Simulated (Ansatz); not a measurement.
A made-up structure of AlBH₂ClF, closed shell:

B1  (-0.291, 0.760, -0.119)
Al2  (0.255, -0.582, 0.222)
F3  (0.723, -0.807, 1.814)
Cl4  (0.226, -1.693, -1.455)
H5  (-1.467, 0.813, 0.016)
H6  (0.554, 1.508, -0.478)
(Å)

It is relaxed with PBE-D4/def2-SVP and then PBE0-D4/def2-TZVP (Ansatz 0.2.0). Atoms count as bonded within 1.22 times the sum of their covalent radii (H–H: 0.88 Å). The end point is not checked to be a true minimum.

Q: Does its bonding change? (Judge from chemistry; the calculation decides.)

A: The calculation gives: No: no bond forms or breaks.

Where it ends: The first stage lowers the energy by 5.56 eV in 11 steps. It ends as AlBH₂ClF ([BH2][Al]([F])[Cl]):
```xyz
6
angstrom
B -0.4124 1.0843 -0.1601
Al 0.3486 -0.8385 0.2448
F 0.8647 -1.2672 1.7486
Cl 0.4830 -2.2951 -1.2518
H -1.5775 1.3363 -0.0614
H 0.2936 1.9802 -0.5200
```

Labels in which every atom is bracketed show which atoms are joined, not bond orders.

For scale, one of the runs: PBE0-D4/def2-TZVP relaxation, 148 basis functions, launched by `ansatz run in.yaml --threads 2 --pin off --events-out ev --progress --plain --max-ram 4352MiB`. Hardware: 2 CPU threads of an AMD EPYC 9R45, shared host. Wall time about 5.5 s.
